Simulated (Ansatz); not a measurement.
Calculated with Ansatz (gas phase, PBE0-D4/def2-TZVP geometries, no zero-point term in ΔE). CBS: MP2 limit from def2 TZ/QZ plus the TZ coupled-cluster correction, frozen cores. DFT in def2-TZVPP. B3LYP here is the variant with VWN-RPA as its local correlation; programs differ in this. Each species was taken in one conformer, which may not be the lowest.

Consider the formal exchange of groups at the Al–S bond: `[CH3][AlH][S]C` + `F[SiH2]CS` → `[CH3][AlH][CH2][SiH2]F` + `CSS`.

| level | ΔE (kJ/mol) | difference from CCSD(T)/CBS |
| --- | --- | --- |
| PBE-D4 | 58.7 | -8.3 |
| r2SCAN-D4 | 62.4 | -4.6 |
| PBE0-D4 | 62.6 | -4.4 |
| B3LYP-D4 | 62.8 | -4.2 |
| ωB97X-V | 65.9 | -1.1 |
| ωB97M-V | 63.3 | -3.7 |
| B2PLYP | 64.8 | -2.2 |
| PBE | 57.3 | -9.7 |
| r2SCAN | 62.2 | -4.8 |
| PBE0 | 61.5 | -5.5 |
| B3LYP | 60.4 | -6.6 |
| HF/def2-TZVPP | 72.9 | 5.9 |
| MP2/def2-TZVPP | 70.3 | 3.3 |
| SCS-MP2/def2-TZVPP | 70.4 | 3.4 |
| CCSD/def2-TZVPP | 70.4 | 3.4 |
| CCSD(T)/def2-TZVPP | 70.1 | 3.1 |
| HF/def2-QZVPP | 71.6 | 4.6 |
| MP2/def2-QZVPP | 68.1 | 1.1 |
| SCS-MP2/def2-QZVPP | 68.7 | 1.7 |
| HF/CBS(def2) | 71.4 | 4.4 |
| MP2/CBS(def2) | 67.3 | 0.3 |
| CCSD/CBS(def2) | 67.4 | 0.4 |
| CCSD(T)/CBS | 67.0 | 0 |

Largest T1 diagnostic among the species: 0.011.

From PBE to PBE0 (25 % exact exchange), in def2-TZVPP and without D4, ΔE moves by +4.1 kJ/mol.
